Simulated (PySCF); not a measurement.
HNSi, SMILES [Si-]#[NH+]. Atoms are numbered in the order given.

```xyz
3

H      0.0000     0.0000    -1.9384
N      0.0000     0.0000    -0.9383
Si     0.0000     0.0000     0.6076
```
Charge 0, spin multiplicity 1.

Geometry optimised at PBE0-D3(BJ)/def2-TZVPD.

Calculation: PBE0-D3(BJ)/def2-TZVPD (PySCF 2.14.0).

Frequencies are harmonic and unscaled.

Modes within 1.5 cm⁻¹ of each other (mostly degenerate sets) share a row, with their intensities summed.

```csv
mode,ν (cm⁻¹),IR (km/mol),Raman (Å⁴/amu),depolarisation,moving atoms (share of kinetic energy)
1–2,546,334.6,0.0,–,"H 83 %, N 16 %"
3,1254,68.1,62.0,0.14,"N 59 %, Si 35 %"
4,3767,86.1,142.5,0.29,"H 92 %, N 8 %"
```
